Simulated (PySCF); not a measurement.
A side-by-side comparison of computed properties.

First species: C6H7NS.
InChI=1S/C6H7NS/c1-2-3-6-4-7-8-5-6/h2,4-5H,1,3H2

Second species: C₄H₁₂N₂OSi.
SMILES: `CC(=O)N[SiH2]N(C)C`

Levels: CAM-B3LYP/def2-SVPD for dipole moment, HOMO energy, LUMO energy, HOMO–LUMO gap, static isotropic polarisability and electronic spatial extent ⟨r²⟩ about the centre of nuclear charge; TDDFT CAM-B3LYP/def2-SVPD for lowest singlet excitation; PBE0-D3(BJ)/def2-SVP for rotational constant A and rotational constant C. Geometries: PBE0-D3(BJ)/def2-SVP. All species are isolated and taken at one optimised geometry, non-relativistic unless stated. Electronic properties by PySCF.

Dipoles, sizes and rotational constants follow the conformer. The torsions of the flexible species, by atom-mapped SMILES:
- `[CH2:1]=[CH:2][CH2:3][c:4]1[cH:5][n:6][s:7][cH:8]1`: C1–C2–C3–C4 119°, C2–C3–C4–C5 -54°
- `[CH3:1][C:2](=[O:3])[NH:4][SiH2:5][N:6]([CH3:7])[CH3:8]`: C1–C2–N4–Si5 180°, C2–N4–Si5–N6 180°, N4–Si5–N6–C7 86°

Values for the first species:

```
Dipole moment                                                     : 2.80 D
HOMO energy                                                       : -8.49 eV
LUMO energy                                                       : 0.04 eV
HOMO–LUMO gap                                                     : 8.53 eV
Lowest singlet excitation                                         : 5.52 eV
Static isotropic polarisability                                   : 94.4 au
Electronic spatial extent ⟨r²⟩ about the centre of nuclear charge : 1343 bohr²
Rotational constant A                                             : 5.364 GHz
Rotational constant C                                             : 0.837 GHz
```

Q: Estimate the same properties for the second species, and the change in each.

A: 
```json
{"property": "dipole moment", "first": "2.80 D", "second": "4.25 D", "second less first": "+1.45 D"}
{"property": "HOMO energy", "first": "-8.49 eV", "second": "-7.90 eV", "second less first": "+0.59 eV"}
{"property": "LUMO energy", "first": "0.04 eV", "second": "0.91 eV", "second less first": "+0.87 eV"}
{"property": "HOMO–LUMO gap", "first": "8.53 eV", "second": "8.81 eV", "second less first": "+0.28 eV"}
{"property": "lowest singlet excitation", "first": "5.52 eV", "second": "5.63 eV", "second less first": "+0.11 eV"}
{"property": "static isotropic polarisability", "first": "94.4 au", "second": "94.6 au", "second less first": "+0.2 au"}
{"property": "electronic spatial extent ⟨r²⟩ about the centre of nuclear charge", "first": "1343 bohr²", "second": "1650 bohr²", "second less first": "+307 bohr²"}
{"property": "rotational constant A", "first": "5.364 GHz", "second": "3.769 GHz", "second less first": "-1.595 GHz"}
{"property": "rotational constant C", "first": "0.837 GHz", "second": "0.754 GHz", "second less first": "-0.083 GHz"}
```

On the first: No computed singlet falls in the visible range (750 to 380 nm, 1.65 to 3.26 eV); S1 lies 2.26 eV above its blue end. The principal polarisabilities are 67.0, 86.0 and 130.4 au; their mean is the isotropic value.

On the second: The principal polarisabilities are 82.5, 89.0 and 112.2 au; their mean is the isotropic value. The dipole equals about 14.2 × 10⁻³⁰ C·m (1 D = 3.33564 × 10⁻³⁰ C·m).
